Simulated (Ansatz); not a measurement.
Relaxation of Cl₃FH₃PTi (9 atoms, charge 0, multiplicity 1), to a largest force component of 0.03 eV/Å in at most 50 steps.

Theory: RKS PBE/def2-SVP in Ansatz 0.2.0.

```xyz
9
Properties=species:S:1:pos:R:3:forces:R:3
Ti 0.247 -0.017 -0.058 0.36 -0.04 1.01
F 0.444 -0.025 1.724 0.03 0.00 -1.17
Cl 2.251 0.082 -0.889 0.04 0.01 -0.02
Cl -0.811 1.745 -0.796 0.00 -0.03 0.01
Cl -0.635 -1.876 -0.794 0.03 0.02 0.00
P -3.070 0.244 1.391 -0.42 0.04 0.11
H -3.148 -0.767 0.373 -0.02 -0.01 -0.04
H -3.409 -0.704 2.425 -0.05 0.01 -0.01
H -1.677 0.006 1.605 0.04 0.01 0.11
```

Where does it end, and by what steps?

The run converged. The force dipped under the threshold on the way, but the program's further checks kept it going. After 11 steps the energy has fallen by 0.187 eV; H9 moved furthest, 0.71 Å.

| step | energy less start (eV) | largest force component (eV/Å) | accepted |
| --- | --- | --- | --- |
| 0 | 0.0000 | 1.165 | yes |
| 1 | -0.1248 | 0.705 | yes |
| 2 | -0.1588 | 0.460 | yes |
| 3 | -0.1743 | 0.121 | yes |
| 4 | -0.1766 | 0.053 | yes |
| 5 | -0.1800 | 0.069 | yes |
| 6 | -0.1839 | 0.043 | yes |
| 7 | -0.1807 | 0.307 | no |
| 8 | -0.1858 | 0.008 | yes |
| 9 | -0.1865 | 0.071 | yes |
| 10 | -0.1866 | 0.036 | yes |
| 11 | -0.1868 | 0.014 | yes |

```xyz
9
Properties=species:S:1:pos:R:3
Ti 0.533 -0.068 -0.268
F 0.601 -0.140 1.467
Cl 2.550 0.197 -1.049
Cl -0.721 1.613 -0.864
Cl -0.320 -1.923 -1.035
P -3.395 0.267 1.552
H -3.054 -0.732 0.572
H -3.917 -0.726 2.458
H -2.084 0.201 2.146
```

Whether the end is a true minimum wasn't checked by a vibrational analysis.

Run time: 30 s on 4 threads of Arm Neoverse V1, with other jobs on the host, peak memory 0.23 GiB.
